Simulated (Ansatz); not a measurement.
**Energy profile**

The step: SiH₄ + H → SiH₃ + H₂; bonds formed: H1–H3; bonds broken: H1–Si2 (atoms numbered as in the saddle structure below).

```
6
angstrom
H -0.9070 -0.5042 -0.1644
Si 0.4314 0.2346 0.0768
H -2.0649 -1.1240 -0.3684
H 0.4520 0.7474 1.4702
H 0.5365 1.3632 -0.8824
H 1.5520 -0.7170 -0.1317
```

Electronic energies by CCSD(T) at an estimated basis limit (MP2 extrapolated from triple and quadruple zeta, plus CCSD(T) − MP2 in triple zeta), on PBE0-D4/def2-TZVP structures; SiH5, doublet; no counterpoise correction; spin–orbit coupling, which lowers free halogen atoms and radicals such as OH and SH, is left out. Computed with Ansatz 0.2.0 (basis: def2-TZVPP and def2-QZVPP); correlated methods freeze the cores; orbitals are unrestricted. Extrapolation: Hartree–Fock as exp(−7.88 √X), correlation as X^−2.97.

(1) Give the profile in kcal/mol, counted from the separated reactants. (An estimate is asked for; the value comes from the calculation.)

T1 diagnostic: at most 0.016. ⟨S²⟩ of the unrestricted Hartree–Fock references: 0.75 to 0.76 (a pure state has 0.75). The end structure is not quite a true minimum (one mode of 27i cm⁻¹).

Answers

(1) Computed:
```tsv
point	kcal/mol
separated: SiH4 (H1, Si2, H4, H5, H6; singlet) + H (H3; doublet)	0.00
start structure	-0.07
saddle	4.58
end structure	-12.91
separated: H2 (H1, H3; singlet) + SiH3 (Si2, H4, H5, H6; doublet)	-12.84
```

Radical steps of this kind take place in plasma deposition and etching.

For scale, one of the runs: CCSD(T)/def2-TZVPP, 112 basis functions, launched by `ansatz run in.yaml --threads 2 --pin off --events-out ev --progress --plain --max-ram 4352MiB`. Hardware: 2 CPU threads of an Arm Neoverse V2, shared host. Wall time 5.5 s; peak host memory 0.78 GiB.
